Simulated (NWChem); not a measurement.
# AlH₃Se; SMILES [SeH][AlH2]

```xyz
5

Al    -0.1396     1.6349     0.0708
H     -1.3585     2.4790    -0.4821
H      1.2929     2.2265     0.3957
Se    -0.5322    -0.6372     0.4147
H      0.8480    -0.8870     0.8958
```
Atoms are numbered in this order, from 1.

Level: B3LYP/6-31G* (spherical d) (NWChem), optimised geometry, unscaled harmonic frequencies. This build's default masses of Se (78.918 u) and Br (79.917 u) are each other's, which moves their modes by up to 0.6 %.

```csv
frequency (cm⁻¹),IR intensity (km/mol)
356,6.6
383,21.8
408,38.4
570,139.2
645,11.4
763,306.0
1951,123.0
1975,222.8
2397,24.1
```

The zero-point energy comes out as 13.5 kcal/mol and the thermal correction to the enthalpy at 298.15 K (with zero-point energy) is 16.7 kcal/mol. The heat capacity Cv comes out as 13.3 cal/(mol K), the entropy at 298.15 K and 1 atm (symmetry number 1) comes out as 67.2 cal/(mol K) and the dipole moment is 1.02 D.

Rigid rotor and harmonic oscillator.
